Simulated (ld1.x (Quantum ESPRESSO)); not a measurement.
## Pseudopotential generation for Be: PAW, PW91, non-relativistic.

- Element: beryllium
- Generator: ld1.x (Quantum ESPRESSO) 7.5
- Type: PAW
- Functional: PW91
- Relativity: non-relativistic
- Frozen core: [He]
- Valence charge: 2
- Reference configuration: 2s1.5 2p0 (charge +0.5)
- Partial waves: 2s (bound): rcut 1.90, rcutus 2.20 bohr; 2s channel at 0.25 Ry: rcut 1.90, rcutus 2.20 bohr; 2p (bound, empty): rcut 4.30, rcutus 4.50 bohr; 2p channel at 0.05 Ry: rcut 4.30, rcutus 4.50 bohr
- Local potential: all-electron potential smoothed inside 3.85 bohr (lloc = -1)
- Core correction: a·sin(br)/r model core inside 1.90 bohr
- Augmentation charge: PSQ, inside the norm-conserving radii

All-electron outer shells of the reference configuration (PW91, non-relativistic, ld1.x):

```
shell  level (eV)  outermost node (bohr)  outermost maximum (bohr)
   2s       -9.53                   0.59                      1.97
   2p       -5.70                      –                      2.07
```

Q: Estimate the cutoffs (Ry, on a coarse ladder) from which the occupation-weighted sum of valence levels, in a spherical-Bessel basis at the reference potential, stays within 10 and 1 mRy of its value at 400 Ry.

A: 6 Ry and 6 Ry.

Q: What does a ghost test show?

A: No extra level below or beside the all-electron valence levels (s, p, d, f tested).

Q: Is the overlap operator S = 1 + Σ q|β⟩⟨β| positive definite (Bessel basis up to 400 Ry)?

A: Yes: its lowest eigenvalue is 0.15 (p channel).

Q: Tests: 2s2 2p0; 2s1 2p0; 2s1 2p1; 2s0 2p1; 2s0 2p2. Which has the largest error in its energy relative to the reference configuration, and how large is it?

A: 2s0 2p1, with -13 meV (all-electron minus pseudo) on +9.72 eV.
